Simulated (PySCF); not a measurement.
Homolysis of single bonds, series Al I-H. Isolated molecules, 0 K electronic values unless said otherwise. Strings in code marks are SMILES.

Computed with PBE-D3(BJ)/def2-TZVP // PBE0-D3(BJ)/def2-TZVP run with PySCF. 

```csv
species,HOMO–LUMO gap (eV),dipole moment (D),HOMO (eV)
whole molecule (`[I][Al]([I])[I]`),3.95,0.00,-6.61
radical fragment (`[I][Al][I]`),–,0.89,–
whole molecule (`[I][AlH][I]`),4.07,0.44,-6.68
radical fragment (`[AlH][I]`),–,1.15,–
whole molecule (`[AlH2][I]`),3.94,0.84,-6.55
whole molecule (`[AlH3]`),4.77,0.00,-7.30
```
